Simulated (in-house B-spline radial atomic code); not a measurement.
What moves the levels of Ge+ ([Ar] 3d10 4s2 4p1)? Computed with an all-electron radial atomic-structure program (B-spline basis): Dirac-Hartree-Fock, average of configuration, Fermi nucleus of rms radius 4.0742 fm.

Baseline run (computed): total energy -2097.2177 hartree, 1s1/2 at -411.4025 hartree, 4p3/2 at -15.283 eV with <r> = 2.593 bohr.

Scaling the speed of light c (a factor of 100 is close to the non-relativistic limit):

```tsv
c/c0	ΔE (hartree)	4p3/2 level (eV)	4p3/2 <r> (bohr)
0.9	-5.3694	-15.2637	2.594
0.98	-0.93882	-15.2795	2.593
1.02	0.8822	-15.286	2.593
1.2	6.8916	-15.3074	2.592
100	22.138	-15.3615	2.591
```

Changing the nucleus:

```tsv
nucleus	ΔE (eV)
Gaussian nucleus of rms radius 4.0742 fm	-0.00045
uniform spherical nucleus of rms radius 4.0742 fm	0.000253
Gaussian nucleus of rms radius 0.01 fm	-0.348
Fermi nucleus of rms radius 3.9927 fm	-0.0134
Fermi nucleus of rms radius 4.1557 fm	0.0136
```

A larger nucleus binds the electrons less, roughly as the density at the nucleus times the change of the nuclear <r²>. At equal rms radius the shape enters only through higher moments. A radius of 0.01 fm is nearly a point.

Task: The nuclear charge is raised by 0.1. What does the Hellmann-Feynman theorem predict for the energy, and what is found?

Result: dE/dZ ≈ -Σ<1/r>, which is -157.971 at the start and -158.634 at the end; their mean times 0.1 is -15.83 hartree, and the two runs differ by -15.83 hartree.
